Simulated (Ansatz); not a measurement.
Results of the Gaussian-basis code of Ansatz.

A structure relaxed at PBE0-D4/def2-TZVP, charge 0, multiplicity 1:

Cartesian coordinates in Å:
```
C -1.586 -1.652 0.165
O -0.962 -0.469 -0.292
Ge -0.191 0.628 0.839
F 0.836 -0.366 1.827
O 0.787 1.733 -0.087
C 1.696 1.245 -1.060
H -2.445 -1.437 0.813
H -1.948 -2.193 -0.711
H -0.888 -2.295 0.710
H -1.125 1.407 1.758
H 2.511 0.680 -0.595
H 1.196 0.608 -1.795
H 2.119 2.110 -1.572
```

Give its formula and SMILES.

C2H7FGeO2, `C[O][GeH]([F])[O]C`.

Point group (tolerance 0.08 Å, 0.16 Å for H)?

C1.

Summarise the bond lengths by kind.

2 × C–O 1.414 to 1.418 Å; 6 × C–H 1.091 to 1.097 Å; 2 × Ge–O 1.742 to 1.754 Å; 1 × F–Ge 1.738 Å; 1 × Ge–H 1.524 Å.
